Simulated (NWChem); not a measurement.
Species: BI₂F; SMILES FB(I)I

Computed with NWChem. Medium grid unless said otherwise, to which SCAN and Minnesota functionals are sensitive. Coordinates come from a PBE0/def2-SVP optimisation. def2 effective core potentials on I; no spin-orbit coupling. Total energies of different functionals are on different scales.

```tsv
level	energy (Ha)	highest occupied level (eV)	orbital gap (eV)	dipole (D)
B3LYP/def2-SVP	-720.2934	(withheld)	(withheld)	0.35
PBE/def2-SVP	-719.9495	-6.46	4.03	0.30
BHandHLYP/def2-SVP	-719.9566	-8.61	8.05	0.41
LC-BLYP (range parameter 0.33 per bohr)/def2-SVP	-719.3905	-9.75	10.22	0.23
B97-2/def2-SVP	-720.6814	-7.41	5.80	0.36
M06/def2-SVP	-720.1769	-7.55	6.02	0.52
PBE0/def2-SVP	-720.0035	-7.66	6.04	0.35
BLYP/def2-SVP	-719.9731	-6.22	4.03	0.30
revPBE/def2-SVP	-720.1457	-6.42	4.07	0.28
```

Complete the blanks.


- B3LYP/def2-SVP, highest occupied level (eV): -7.35
- B3LYP/def2-SVP, orbital gap (eV): 5.63
